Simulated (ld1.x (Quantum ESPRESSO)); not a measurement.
**Configuration tests for bismuth (Bi) (ultrasoft)**

```
Element                 : bismuth (Bi)
Generator               : ld1.x (Quantum ESPRESSO) 7.5
Type                    : ultrasoft
Functional              : revPBE
Relativity              : fully relativistic
Frozen core             : [Kr] 4d10 4f14
Valence charge          : 23
Reference configuration : 5s2 5p6 5d10 6s2 6p1 (charge +2)
Partial waves           : 5s (bound): rcut 1.05, rcutus 1.40 bohr; 6s (bound): rcut 1.05, rcutus 1.40 bohr; 5p (bound): rcut 1.20, rcutus 1.35 bohr; 6p (bound): rcut 1.20, rcutus 1.35 bohr; 5d (bound): rcut 1.00, rcutus 1.20 bohr; 5d channel at -2 Ry: rcut 1.00, rcutus 1.20 bohr
Local potential         : all-electron potential smoothed inside 1.15 bohr (lloc = -1)
Core correction         : none
Augmentation charge     : PSQ, radius 0.80 bohr
```

Open shells are filled in proportion to 2j + 1 (rel_dist='average').

Energies are relative to the spin-unpolarised reference configuration 5s2 5p6 5d10 6s2 6p1; without spin polarisation the order of configurations can differ from experiment.

Task: Give the all-electron excitation energy and the error of the potential for: 5s2 5p6 5d10 6s2 6p3; 5s2 5p6 5d10 6s2 6p2; 5s2 5p6 5d10 6s2 6p0; 5s2 5p6 5d10 6s0 6p5; 5s2 5p6 5d10 6s1 6p0; 5s2 5p6 5d10 6s2 6p3.3; 5s2 5p6 5d9 6s2 6p4.

Result:

```tsv
valence configuration	charge	ΔE all-electron (eV)	error AE − PS (meV)
5s2 5p6 5d10 6s2 6p3	0	-23.312	-0.9
5s2 5p6 5d10 6s2 6p2	+1	-15.325	-0.5
5s2 5p6 5d10 6s2 6p0	+3	23.429	-0.7
5s2 5p6 5d10 6s0 6p5	0	-3.308	+4.3
5s2 5p6 5d10 6s1 6p0	+4	68.664	-8.4
5s2 5p6 5d10 6s2 6p3.3	-0.3	-24.429	-0.9
5s2 5p6 5d9 6s2 6p4	0	0.614	-5.2
```

A Bessel basis up to 400 Ry misses an occupied level by 0.03 Ry, so cutoffs and ghosts were not judged.
